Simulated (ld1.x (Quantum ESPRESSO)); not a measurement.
## Transferability test, TM potential for tantalum (Ta)

ld1.x (Quantum ESPRESSO) 7.5 input, shortened:

```
&input
   title='Ta', zed=73., rel=1, dft='PBE', iswitch=3,
   config='[Xe] 4f14 5d4 6s1 6p0'
 /
 &inputp
   pseudotype=2, tm=.true., lloc=1,
   nlcc=.false.
 /
3
6S  1  0   1.00   0.00  2.80  2.80  0.0
5D  3  2   4.00   0.00  1.95  1.95  0.0
6P  2  1   0.00   0.00  4.20  4.20  0.0
 &test
   configts(1)='5d4 6s1 6p0'
 /
```

Energies are relative to the spin-unpolarised reference configuration 5d4 6s1 6p0; without spin polarisation the order of configurations can differ from experiment.

```json
{"valence configuration": "5d3 6s2 6p0", "charge": "0", "ΔE all-electron (eV)": "-2.094", "error AE − PS (meV)": "-7.3"}
{"valence configuration": "5d3 6s0 6p0", "charge": "+2", "ΔE all-electron (eV)": "21.346", "error AE − PS (meV)": "-30"}
{"valence configuration": "5d2 6s2 6p1", "charge": "0", "ΔE all-electron (eV)": "0.892", "error AE − PS (meV)": "-49"}
{"valence configuration": "5d3 6s1.5 6p0", "charge": "+0.5", "ΔE all-electron (eV)": "1.367", "error AE − PS (meV)": "-16"}
{"valence configuration": "5d3 6s1 6p1", "charge": "0", "ΔE all-electron (eV)": "2.085", "error AE − PS (meV)": "-33"}
{"valence configuration": "5d3.5 6s1.5 6p0", "charge": "0", "ΔE all-electron (eV)": "-1.105", "error AE − PS (meV)": "-1.3"}
```

**Question.** What are ΔE and the potential's error for 5d3 6s1 6p0?

**Answer.** ΔE = 6.374 eV all-electron; the error (AE − PS) is -28 meV.
